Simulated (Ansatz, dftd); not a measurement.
System: H$_{3}$GeO, charge 0, doublet. H3GeO (SMILES [OH][GeH2], doublet).
B3LYP-D3(BJ)/def2-TZVP minimum from Ansatz (a first-principles code):
```xyz
5

Ge     0.2433     0.2510     0.1136
O     -1.0412    -0.8446    -0.5109
H      0.9185    -0.4316     1.3464
H      1.2244     0.3597    -1.0826
H     -1.6007    -1.2022     0.1868
```
Charge 0, spin multiplicity 2.

Quantity: atomisation energy (electronic, to ground-state atoms), in kcal/mol. UHF or UKS for unpaired electrons; spin-orbit terms are left out. Cores are frozen in correlated methods (noble-gas shells, and filled d and f shells in the p block). No relativity. CBS(X,Y): correlation extrapolated as X^-3, Hartree-Fock from the larger set. A bracket is a step between two methods taken in the basis named. For partners of very few electrons the exact lower level stands in for a higher one.

| level | program | atomisation energy (kcal/mol) | difference against the last row |
|---|---|---|---|
| HF/cc-pVQZ | Ansatz | 225.2 | -106.1 |
| PBE-D3(BJ)/def2-TZVPD | Ansatz + dftd3 | 332.4 | 1.1 |
| B3LYP-D4/def2-TZVPD | Ansatz + dftd4 | 328.1 | -3.2 |
| B3LYP/def2-TZVPD | Ansatz | 326.0 | -5.3 |
| PBE0-D3(BJ)/def2-TZVPD | Ansatz + dftd3 | 323.9 | -7.4 |
| PBE0/def2-TZVPD | Ansatz | 322.7 | -8.6 |
| wB97X-V/def2-TZVPD | Ansatz | 330.8 | -0.5 |
| wB97M-V/def2-TZVPD | Ansatz | 327.8 | -3.5 |
| CCSD/cc-pVTZ | Ansatz | 315.0 | -16.3 |
| CCSD(T)/cc-pVDZ | Ansatz | 295.9 | -35.4 |
| CCSD(T)/cc-pVQZ | Ansatz | 327.1 | -4.2 |
| CCSDT(Q)/cc-pVDZ | Ansatz | 296.6 | -34.7 |
| CCSDT(Q)/cc-pVTZ | Ansatz | 320.2 | -11.1 |
| CCSDTQ/cc-pVDZ | Ansatz | 296.5 | -34.8 |
| CCSD(T)/CBS(cc-pVTZ,cc-pVQZ) + [CCSDT(Q) - CCSD(T)]/cc-pVDZ | Ansatz | 331.8 | 0.5 |
| CCSD(T)/CBS(cc-pVTZ,cc-pVQZ) + [CCSDT(Q) - CCSD(T)]/cc-pVTZ + [CCSDTQ - CCSDT(Q)]/cc-pVDZ | Ansatz | 331.3 | 0.0 |
